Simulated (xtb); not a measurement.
C$_{6}$H$_{18}$Si$_{2}$, triplet, at the geometry of the source list (a higher spin typed on purpose: for a closed-shell molecule this is an excited state); GFN1-xTB run with xtb 6.7.1.

Here is a job for xtb.
```
$ xtb mol.xyz --gfn 1 --uhf 2 --hess --json

# file mol.xyz
26

C     -1.84850000    -0.74300000    -1.64770000
Si    -1.15770000    -0.18740000     0.04890000
C     -2.10160000     1.39700000     0.56170000
C     -1.59250000    -1.55100000     1.31990000
Si     1.15780000     0.18740000    -0.04890000
C      1.84850000     0.74300000     1.64770000
C      1.59250000     1.55100000    -1.31990000
C      2.10160000    -1.39700000    -0.56170000
H     -1.37780000    -1.66340000    -1.97980000
H     -1.66660000     0.00880000    -2.40990000
H     -2.92000000    -0.91890000    -1.61220000
H     -3.17450000     1.23330000     0.60970000
H     -1.78080000     1.74500000     1.53910000
H     -1.92600000     2.20330000    -0.14420000
H     -2.66250000    -1.73150000     1.37220000
H     -1.11520000    -2.49210000     1.06340000
H     -1.25870000    -1.27820000     2.31660000
H      2.92000000     0.91890000     1.61220000
H      1.37780000     1.66340000     1.97980000
H      1.66660000    -0.00880000     2.40990000
H      1.25870000     1.27820000    -2.31660000
H      1.11520000     2.49210000    -1.06340000
H      2.66250000     1.73150000    -1.37220000
H      1.78080000    -1.74500000    -1.53910000
H      1.92600000    -2.20330000     0.14420000
H      3.17450000    -1.23330000    -0.60970000
```

What the program printed (banner, timings and long lists left out):

```
   ID    Z sym.   atoms
    1    6 C      1, 3, 4, 6-8
    2   14 Si     2, 5
    3    1 H      9-26

           -------------------------------------------------
          |                Calculation Setup                |
           -------------------------------------------------

           -------------------------------------------------
          |                 G F N 1 - x T B                 |
           -------------------------------------------------

          ...................................................
          :                      SETUP                      :
          :.................................................:
          :  # basis functions                  80          :
          :  # atomic orbitals                  78          :
          :  # shells                           54          :
          :  # electrons                        50          :
          :  # halogen bonds                     0          :
          :  max. iterations                   250          :
          :  Hamiltonian                  GFN1-xTB          :
          :  restarted?                      false          :
          :  GBSA solvation                  false          :
          :  PC potential                    false          :
          :  electronic temp.          300.0000000     K    :
          :  accuracy                    1.0000000          :
          :  -> integral cutoff          0.2500000E+02      :
          :  -> integral neglect         0.1000000E-07      :
          :  -> SCF convergence          0.1000000E-05 Eh   :
          :  -> wf. convergence          0.2000000E-04 e    :
          :  Broyden damping             0.4000000          :
          :  net charge                          0          :
          :  unpaired electrons                  2          :
          ...................................................

 iter      E             dE          RMSdq      gap      omega  full diag
   1    -26.2725137 -0.262725E+02  0.781E+00    0.00       0.0  T
   2    -26.2799387 -0.742492E-02  0.476E+00    0.00       1.0  T
   3    -26.2804976 -0.558979E-03  0.326E-01    0.00       1.0  T
   4    -26.2809950 -0.497357E-03  0.811E-02    0.00       1.0  T
   5    -26.2811907 -0.195743E-03  0.185E-02    0.00       1.1  T
   6    -26.2811910 -0.263977E-06  0.853E-03    0.00       2.3  T
   7    -26.2811913 -0.294702E-06  0.239E-04    0.00      81.9  T
[...]
         :: total energy             -25.914218672323 Eh    ::
[...]
       6    295.38    -0.43021 ( 99.92%)    -0.53032 (  0.08%)    -0.43029
   ------------------------------------------------------------------------

   temp. (K)  partition function   enthalpy   heat capacity  entropy
                                   cal/mol     cal/K/mol   cal/K/mol   J/K/mol
 298.15  VIB   99.4                 3943.303     29.708     22.330
         ROT  0.131E+06              888.752      2.981     26.402
         INT  0.131E+08             4832.055     32.689     48.732
         TR   0.171E+28             1481.254      4.968     40.835
         TOT                        6313.3094    37.6568    89.5668   374.7473

       T/K    H(0)-H(T)+PV         H(T)/Eh          T*S/Eh         G(T)/Eh
   ------------------------------------------------------------------------
    298.15    0.100609E-01    0.218900E+00    0.425561E-01    0.176344E+00
   ------------------------------------------------------------------------

         :::::::::::::::::::::::::::::::::::::::::::::::::::::
         ::                  THERMODYNAMIC                  ::
         :::::::::::::::::::::::::::::::::::::::::::::::::::::
         :: total free energy         -25.737874515411 Eh   ::
         ::.................................................::
         :: total energy              -25.914218672323 Eh   ::
         :: zero point energy           0.208839315850 Eh   ::
         :: G(RRHO) w/o ZPVE           -0.032495158937 Eh   ::
         :: G(RRHO) contrib.            0.176344156913 Eh   ::
         :::::::::::::::::::::::::::::::::::::::::::::::::::::
imag cut-off (cm-1) :    5.00
 found           13  significant imaginary frequencies
 writing imag mode distorted coords to xtbhess.xyz
 for further optimization.

           -------------------------------------------------
          | TOTAL ENERGY              -25.914218672323 Eh   |
          | TOTAL ENTHALPY            -25.695318457588 Eh   |
          | TOTAL FREE ENERGY         -25.737874515411 Eh   |
          | GRADIENT NORM               0.043881842595 Eh/α |
          | HOMO-LUMO GAP               0.000119245786 eV   |
           -------------------------------------------------
########################################################################
[WARNING] Runtime exception occurred
-1- hessian_numhess: Hessian on incompletely optimized geometry!
########################################################################

normal termination of xtb
```
